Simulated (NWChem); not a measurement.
System meant: CH5ClOSi2; SMILES O=C[Si@H]([SiH3])Cl

Input file for NWChem:

```
start job
memory heap 200 mb stack 900 mb global 1100 mb
geometry units angstroms noautosym nocenter noautoz
  O      1.967779     1.803228    -0.008708
  C      1.715748     0.652893     0.245577
  Si     0.123541    -0.146774    -0.506507
  Si    -1.767906     1.073961     0.151000
  Cl    -0.035300    -2.101979     0.189122
  H      2.386709     0.043746     0.912994
  H      0.300004    -0.178184    -1.987515
  H     -1.649015     2.478268    -0.341482
  H     -1.849954     1.064641     1.641891
  H     -2.990268     0.435656    -0.421482
end
basis spherical
  * library 6-31g*
end
dft
  xc xtpss03 ctpss03
  iterations 150
end
property
  shielding
end
task dft property
```

End of the output:

```
 Vector   35  Occ=0.000000D+00  E=-1.611271D-02
              MO Center= -7.4D-01,  4.5D-01, -2.2D-01, r^2= 5.1D+00
   Bfn.  Coefficient  Atom+Function         Bfn.  Coefficient  Atom+Function
  ----- ------------  ---------------      ----- ------------  ---------------
    39      0.846065   3 Si px               56      0.679560   4 Si s
    57      0.660746   4 Si px               90     -0.626670   9 H  s
    38     -0.456409   3 Si s                20     -0.441819   2 C  s
    92      0.422691  10 H  s                86      0.401338   7 H  s
    59      0.398172   4 Si pz               58     -0.283552   4 Si py

 center of mass
 --------------
 x =   0.01513010 y =  -0.10690663 z =  -0.01100844

 moments of inertia (a.u.)
 ------------------
         961.621310952957         -42.344268059426          15.330770257419
         -42.344268059426         799.271959084964          16.182044441836
          15.330770257419          16.182044441836        1635.038459338263

     Multipole analysis of the density
     ---------------------------------

     L   x y z        total         alpha         beta         nuclear
     -   - - -        -----         -----         ----         -------
     0   0 0 0     -0.000000    -32.000000    -32.000000     64.000000

     1   1 0 0     -0.232872      1.194102      1.194102     -2.621076
     1   0 1 0      0.012969      0.541009      0.541009     -1.069048
     1   0 0 1     -0.013774      0.516397      0.516397     -1.046568

     2   2 0 0    -38.925745   -222.123246   -222.123246    405.320747
     2   1 1 0     -3.114067     -5.532148     -5.532148      7.950229
     2   1 0 1      0.607415      3.815960      3.815960     -7.024504
     2   0 2 0    -44.113593   -249.944002   -249.944002    455.774411
     2   0 1 1      0.395606      2.873030      2.873030     -5.350455
     2   0 0 2    -38.097681    -41.645175    -41.645175     45.192669

          -----------------------------------------
          Chemical Shielding Tensors (GIAO, in ppm)
          -----------------------------------------

 ------------------------------------------------------------------------
  xtpss03: d2 not coded                    0
 ------------------------------------------------------------------------
 ------------------------------------------------------------------------
  current input line :
    25: task dft property
 ------------------------------------------------------------------------
 ------------------------------------------------------------------------
 This error has not yet been assigned to a category
 ------------------------------------------------------------------------
 For more information see the NWChem manual at https://nwchemgit.github.io

0: xtpss03: d2 not coded:Received an Error in Communication
```

Problem. Find the fault in this run and fix the input.

Solution. The program stopped with an error. Cause: this functional's second derivatives, which shieldings need, aren't coded here; the fix takes a hybrid GGA instead. This input runs:
```
start job
memory heap 200 mb stack 900 mb global 1100 mb
geometry units angstroms noautosym nocenter noautoz
  O      1.967779     1.803228    -0.008708
  C      1.715748     0.652893     0.245577
  Si     0.123541    -0.146774    -0.506507
  Si    -1.767906     1.073961     0.151000
  Cl    -0.035300    -2.101979     0.189122
  H      2.386709     0.043746     0.912994
  H      0.300004    -0.178184    -1.987515
  H     -1.649015     2.478268    -0.341482
  H     -1.849954     1.064641     1.641891
  H     -2.990268     0.435656    -0.421482
end
basis spherical
  * library 6-31g*
end
dft
  xc pbe0
  iterations 150
end
property
  shielding
end
task dft property
```
It converges to -1154.95491 Ha (PBE0/6-31G* (spherical d), GIAO).
